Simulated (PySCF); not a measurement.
Compound: C7H8F2.
SMILES: `C=C/C=C\C(=C)C(F)F`

Computed with TDDFT B3LYP/def2-SVPD, vertical, gas phase, core orbitals frozen in the response (PySCF 2.14.0, density-fitted response routines). One conformer (not necessarily the lowest) at the GFN2-xTB geometry, without solvent, vibrations or thermal averaging. Torsions of this conformer, `[CH2:1]=[CH:2]/[CH:3]=[CH:4]\[C:5](=[CH2:6])[CH:7]([F:8])[F:9]`: C1–C2–C3–C4 -172°, C3–C4–C5–C6 -155°, C4–C5–C7–F8 141°.

Each state is given a Gaussian of 0.25 eV full width at half maximum, with ε(max) = 2.175×10⁸ f / Δν̃ (Δν̃ the width in cm⁻¹). The width is an assumption, not a result. The curve ends short of the highest state used, and states not computed would add to its high-energy end.

(λ (nm), ε (L mol⁻¹ cm⁻¹)): (201.9, 733), (206.0, 96), (210.1, 10), (214.2, 36), (218.3, 598), (222.4, 3377), (226.4, 7078), (230.5, 6311), (234.6, 2543), (238.7, 502), (242.8, 53), (246.9, 10), (251.0, 139), (255.0, 1403), (259.1, 8205), (263.2, 27527), (267.3, 55583), (271.4, 70595), (275.5, 58706), (279.6, 33159), (283.7, 13155), (287.7, 3911), (291.8, 843), (295.9, 139)

**Question.** Locate the maxima and give the states behind the curve.

**Answer.** 272 nm (4.56 eV), ε about 71000, made up of S1 (100%); 228 nm (5.44 eV), ε about 7500, made up of S2 (100%) (ε in L mol⁻¹ cm⁻¹; maxima over ε = 5, shares over 10%). At its high-energy end, 6.14 eV, the curve is still rising (ε about 720, from S4 and S5). The states used: S1 4.56 eV (f 0.655); S2 5.44 eV (f 0.069); S3 6.12 eV (f 0.0006); S4 6.30 eV (f 0.016); S5 6.43 eV (f 0.037); S6 6.55 eV (f 0.016); S7 6.64 eV (f 0.0042); S8 6.74 eV (f 0.0053).

**Question.** What would ε be at 4.56 eV, the highest of these maxima, with half the width (0.125 eV)?

**Answer.** About 141000 L mol⁻¹ cm⁻¹ against 70600, a factor of about 1.99; a lone state at its own centre would give exactly 2.

**Question.** On this curve, what absorbance would a 10⁻⁵ mol/L sample give at 280 nm over a 1 cm path?

**Answer.** 280 nm is 4.428 eV, where ε is about 31000 L mol⁻¹ cm⁻¹, so A = ε c l ≈ 0.31 (Beer–Lambert, with the gas-phase spectrum and the assumed width).
